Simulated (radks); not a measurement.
Values are calculated unless marked as measured or tabulated.
Species: the osmium ion Os30+. Configuration: [Kr] 4d10. Code: a radial shooting solver on a logarithmic mesh with Libxc functionals. Model: Dirac Kohn-Sham, exchange-only PBE, spin-unpolarised, spherical densities, finite nucleus; Fermi nuclear charge, rms radius 5.4126 fm.

Spin-orbit splittings of the eigenvalues, e(l+1/2) - e(l-1/2), with zeta = 2 splitting/(2l+1) and mean radii in bohr:

shell,occ.,splitting (eV),zeta (eV),<r> j=l-1/2,<r> j=l+1/2
2p,6,1530,1020,0.06133,0.06953
3p,6,336.6,224.4,0.1828,0.1975
3d,10,72.72,29.09,0.1726,0.1771
4p,6,94.72,63.15,0.4055,0.4305
4d,10,19.46,7.784,0.4251,0.4324
